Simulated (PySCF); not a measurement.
**Structure elucidation problem**

Molecular formula: C₅H₅NO₃. Simulated spectra:

$^{1}$H NMR (500 MHz, computed): δ 8.47 (s, 1H), 7.13 (s, 1H), 3.65 (s, 3H).

$^{13}$C{$^{1}$H} NMR (computed): δ 155.6 (C), 151.4 (CH), 142.9 (C), 139.5 (CH), 44.2 (CH3).

[PySCF 2.14.0 with density-fitted response routines: GFN2-xTB geometry; PBE0/pcSseg-1 with gauge-including orbitals; single conformer; gas phase; rapidly exchanging positions averaged; no relativistic terms]

Referencing at the same level of theory: $^{1}$H (σref 31.72) and $^{13}$C (σref 186.93) vs TMS.

Q: Which candidate is it?
A. N#CC1COC(=O)OC1
B. COC(=O)c1ccon1
C. C/N=C\c1coc(=O)o1

A: C. 

1. The formula gives 4 degrees of unsaturation (1 ring in the answer).
2. 5 carbon signals for 5 carbons: no two carbons are equivalent.
3. Carbon types of the structure: 2 × C, 2 × CH, 1 × CH3, which accounts for all hydrogens.
4. δC 155.6: ring carbonyl carbon.
5. δC 151.4: C=N carbon.
6. δC 142.9: unsaturated ring carbon.
7. δC 139.5: unsaturated ring CH.
8. δH 3.65: hydrogen on a methyl carbon bonded to N; its carbon carries N, hence the downfield position.

The others: COC(=O)c1ccon1 has carbons computed at 168.5, 165.8, 160.9, 115.4, 54.2; N#CC1COC(=O)OC1 would give 4 carbon signals, not 5.

Shifts are as computed. Against solution values, carbons near 30 ppm lie about +3 ppm off and those near 130 ppm about +5 ppm. Of 1211 compounds with measured shifts, 218 miss one by over three times the rms of a fit or turn the order of signals round; such compounds aren't used in these exercises. Multiplicities follow the n + 1 count of equivalent neighbours, as no J values were calculated; m marks all less simple cases, F and P coupling included.
